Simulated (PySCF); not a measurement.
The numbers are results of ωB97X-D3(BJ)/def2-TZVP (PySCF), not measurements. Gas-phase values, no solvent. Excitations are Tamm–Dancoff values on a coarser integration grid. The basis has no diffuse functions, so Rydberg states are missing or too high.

Reference species (SMILES): `[CH3][Ga]([CH3])[Br]` (neutral, multiplicity 1).

* **S1 excitation (TDA)**: 5.62 eV
* **HOMO**: -9.97 eV
* **S1–T1 gap (TDA)**: 0.21 eV
* **HOMO–LUMO gap**: 10.89 eV

Changed species: `[CH3][Ga]([Br])[Br]` (1 of 3 Br replaced by CH3; the reference has 2 of 3 Br replaced by CH3).

Question: Give the shifts of the S1 excitation (TDA), HOMO, S1–T1 gap (TDA) and HOMO–LUMO gap.

Answer: the S1 excitation (TDA) rises by 0.46 eV, to 6.08 eV; the HOMO drops by 0.72 eV, to -10.69 eV; the S1–T1 gap (TDA) hardly moves; the HOMO–LUMO gap rises by 0.35 eV, to 11.24 eV.
